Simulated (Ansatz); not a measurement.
Computed with Ansatz on PBE0-D4/def2-TZVP structures; ΔE is electronic, products minus reactants. CBS: MP2 limit from def2 TZ/QZ plus the TZ coupled-cluster correction, frozen cores. Functionals use def2-TZVPP. For Ge outer-core shells are correlated without core-valence functions, which leaves a few kJ/mol of doubt a bond. Scalar relativity is left out up to krypton. One conformer a species, not always the lowest.

Consider the redistribution: `C[O][GeH]([CH3])[SH]` + `[Cl][GeH]` → `[CH3][GeH2][SH]` + `C[O][Ge][Cl]`.

CCSD(T)/CBS gives -76.8 kJ/mol.

Another level gave -69.4 kJ/mol. Which?
A. HF/def2-TZVPP
B. ωB97M-V/def2-TZVPP
C. CCSD/def2-TZVPP
D. r2SCAN-D4/def2-TZVPP

C. CCSD/def2-TZVPP -69.4, r2SCAN-D4 -81.1, ωB97M-V -75.5, HF/def2-TZVPP -64.0 kJ/mol.

Largest T1 diagnostic among the species: 0.015.

In def2-TZVPP, CCSD(T) changes the Hartree–Fock value by −7.9 kJ/mol (the triples alone add −2.6 kJ/mol) and MP2 by −13.6 kJ/mol. From PBE to PBE0 (25 % exact exchange), in def2-TZVPP and without D4, ΔE moves by +5.8 kJ/mol.
